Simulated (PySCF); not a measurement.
Ligands exchanged one at a time, Ga CH3-NH2. Isolated molecules, 0 K electronic values unless said otherwise. One relaxed conformer stands for each flexible species; it need not be the lowest. Strings in code marks are SMILES.

Calculation: PBE-D3(BJ)/def2-TZVP // B3LYP-D3(BJ)/def2-TZVP (PySCF). Excitations are Tamm–Dancoff values on a coarser integration grid. The basis has no diffuse functions, so Rydberg states are missing or too high.

| species | HOMO–LUMO gap (eV) | S1 excitation (TDA) (eV) | LUMO (eV) | S1–T1 gap (TDA) (eV) | S1 oscillator strength |
|---|---|---|---|---|---|
| 0 of 3 CH3 replaced by NH2 (`[CH3][Ga]([CH3])[CH3]`) | [?] | 4.94 | -1.35 | [?] | 0.000 |
| 1 of 3 CH3 replaced by NH2 | 5.00 | 5.51 | -0.62 | [?] | 0.028 |
| 2 of 3 CH3 replaced by NH2 (`[NH2][Ga]([CH3])[NH2]`) | [?] | 4.87 | -0.41 | 0.27 | 0.000 |
| 3 of 3 CH3 replaced by NH2 | 4.60 | [?] | -0.71 | 0.32 | 0.006 |

Q: Some entries are withheld; supply them.

A: 
- 0 of 3 CH3 replaced by NH2 (`[CH3][Ga]([CH3])[CH3]`), HOMO–LUMO gap (eV): 4.84
- 0 of 3 CH3 replaced by NH2 (`[CH3][Ga]([CH3])[CH3]`), S1–T1 gap (TDA) (eV): 0.29
- 1 of 3 CH3 replaced by NH2, S1–T1 gap (TDA) (eV): 0.94
- 2 of 3 CH3 replaced by NH2 (`[NH2][Ga]([CH3])[NH2]`), HOMO–LUMO gap (eV): 4.75
- 3 of 3 CH3 replaced by NH2, S1 excitation (TDA) (eV): 4.76
